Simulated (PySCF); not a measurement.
Cards and structures have been mixed up. Pair them.

Structures:
1. `CC(=S)c1cccnc1` (C7H7NS)
2. `C#C[SiH](N)N` (C2H6N2Si)
3. `C#CS` (C2H2S)
4. `CCC#[N+][BH2-]N([SiH3])[SiH3]` (C3H13BN2Si2)

Card P (geometry PBE0-D3(BJ)/def2-SVP):
* Rotational constants A, B, C: 287.477, 5.530, 5.425 GHz
* Static isotropic polarisability (wB97X-D/def2-SVPD): 44.0 au
* Lowest triplet excitation (Tamm–Dancoff) (TDA wB97X-D/def2-SVPD): 4.67 eV
* Strongest line among the 10 lowest singlet transitions (TDDFT wB97X-D/def2-SVPD): S8 at 7.94 eV (156 nm, f = 0.268)
* 13C chemical shifts (computed TMS as zero) by class (GIAO PBE0/pcSseg-1): 87.1 (1 C), 70.3 (1 C) ppm

Card Q (geometry PBE0-D3(BJ)/def2-SVP):
- Rotational constants A, B, C: 1.845, 0.675, 0.618 GHz
- Static isotropic polarisability (wB97X-D/def2-SVPD): 122.4 au
- 13C chemical shifts (computed TMS as zero) by class (GIAO CAM-B3LYP/pcSseg-1): 123.0 (1 C), 11.7 (1 C), 11.1 (1 C) ppm
- Isotropic shieldings of nuclei other than C and H, by class (GIAO CAM-B3LYP/pcSseg-1): 115 (1 B), 25 (1 N), 265 (1 N), 395 (2 Si) ppm
- Vertical ionisation energy (ΔSCF wB97X-D/def2-SVPD): 8.35 eV
- Lowest singlet excitation (TDDFT wB97X-D/def2-SVPD): 5.50 eV (225 nm, f = 0.022)

Card R (geometry PBE0-D3(BJ)/def2-SVP):
- Rotational constants A, B, C: 3.064, 0.957, 0.733 GHz
- Static isotropic polarisability (PBE0/def2-SVPD): 114.0 au
- Lowest singlet excitation (TDDFT PBE0/def2-SVPD): 2.18 eV (569 nm, f = 0.000)
- Vertical ionisation energy (ΔSCF PBE0/def2-SVPD): 8.43 eV
- Isotropic shieldings of nuclei other than C and H, by class (GIAO CAM-B3LYP/pcSseg-1): -100 (1 N), -528 (1 S) ppm

Card S (geometry PBE0-D3(BJ)/def2-SVP):
* Rotational constants A, B, C: 6.218, 2.783, 2.127 GHz
* Static isotropic polarisability (PBE0/def2-SVPD): 65.1 au
* Point group: C1
* Vertical ionisation energy (ΔSCF PBE0/def2-SVPD): 9.39 eV
* Lowest singlet excitation (TDDFT PBE0/def2-SVPD): 6.03 eV (206 nm, f = 0.001)
* 13C chemical shifts (computed TMS as zero) by class (GIAO PBE0/pcSseg-1): 97.0 (1 C), 92.1 (1 C) ppm
* Strongest line among the 10 lowest singlet transitions (TDDFT PBE0/def2-SVPD): S10 at 7.70 eV (161 nm, f = 0.057)

Species are written as SMILES; each is one conformer at its optimised geometry, gas phase, non-relativistic unless stated; the electronic structure was computed with PySCF and density fitting. NMR classes are plain means over equivalent atoms (diastereotopic ones count apart unless rotation or inversion swaps them), as if these changed places fast.

Task: Which card belongs to which structure?

Result: P = 3, Q = 4, R = 1, S = 2. What ties each card to its structure:
- 1 (card R), C7H7NS, monoisotopic mass 137.0 u, 9 heavy atoms: an asymmetric top with C = 0.733 GHz; polarisability 114.0 au for 72 electrons.
- 2 (card S), C2H6N2Si, monoisotopic mass 86.0 u, 5 heavy atoms: 2 C in 2 classes; the least shielded carbon (97.0 ppm) is a terminal alkyne carbon; an asymmetric top with C = 2.127 GHz; polarisability 65.1 au for 46 electrons.
- 3 (card P), C2H2S, monoisotopic mass 58.0 u, 3 heavy atoms: 2 C in 2 classes; the least shielded carbon (87.1 ppm) is a terminal alkyne carbon; an asymmetric top with C = 5.425 GHz, the highest such constant on the cards; polarisability 44.0 au for 30 electrons.
- 4 (card Q), C3H13BN2Si2, monoisotopic mass 144.1 u, 8 heavy atoms: 3 C in 3 classes; the least shielded carbon (123.0 ppm) is a triply bonded carbon; an asymmetric top with C = 0.618 GHz, the lowest such constant on the cards; polarisability 122.4 au for 78 electrons.
